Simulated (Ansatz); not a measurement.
Consider the redistribution: `F[SiH2]O[SiH2]Cl` + `BCBN` → `NBC[SiH2]Cl` + `BO[SiH2]F`.

Isolated molecules relaxed with PBE0-D4/def2-TZVP in Ansatz; ΔE leaves out vibrations. CCSD(T)/CBS is the MP2 limit (def2-TZVPP, def2-QZVPP) plus CCSD(T) − MP2 in def2-TZVPP, frozen cores. Each species was taken in one conformer, which may not be the lowest.

| species | MP2/CBS(def2) energy (Eh) |
| --- | --- |
| `F[SiH2]O[SiH2]Cl` | -1215.44545 |
| `BCBN` | -146.52271 |
| `NBC[SiH2]Cl` | -870.64041 |
| `BO[SiH2]F` | -491.33334 |

Problem. Work out ΔE.

Solution. ΔE = (-870.64041) + (-491.33334) − (-1215.44545) − (-146.52271) = -0.00559 Eh = -14.7 kJ/mol. CCSD(T)/CBS gives -15.2 kJ/mol.

Largest T1 diagnostic among the species: 0.013.

In def2-TZVPP, CCSD(T) changes the Hartree–Fock value by −9.1 kJ/mol (the triples alone add −2.0 kJ/mol) and MP2 by −8.5 kJ/mol.
